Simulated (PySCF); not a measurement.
## Ar⁺: excitation energy

Ar⁺ [Ne] 3s2 3p5 (2P) → Ar⁺ [Ne] 3s1 3p6 (2S), as a difference of total energies. Calculation: PySCF 2.14, in x2c-QZVPPall with one added diffuse shell each of s, p, d, f type (10s7p5d3f1g, 86 functions); the spin-free X2C one-electron Hamiltonian (Gaussian nucleus). Correlated levels: valence: [Ne] frozen; valence and next inner shell: 1s2 frozen. The calculations carry no spin-orbit coupling.

```
                                method  excitation energy (eV)  error (eV)
                                   UHF                  18.785      +5.364
                                   LDA                  14.358      +0.937
                                   PBE                  14.659      +1.238
                                  PBE0                  15.693      +2.272
                                r2SCAN                  15.586      +2.165
                                revPBE                  14.702      +1.281
                                B2PLYP                  15.640      +2.219
                                  MN15                  14.740      +1.319
                               wB97X-V                  15.696      +2.275
                         MP2 (valence)                  15.905      +2.484
                     SCS-MP2 (valence)                  15.605      +2.184
    MP2 (valence and next inner shell)                  15.771      +2.350
SCS-MP2 (valence and next inner shell)                  15.496      +2.075
```

Reference: 13.421 eV (measured; NIST levels, between the centres of gravity of the two terms).

Errors of the correlated levels include the incompleteness of this basis and the frozen core.
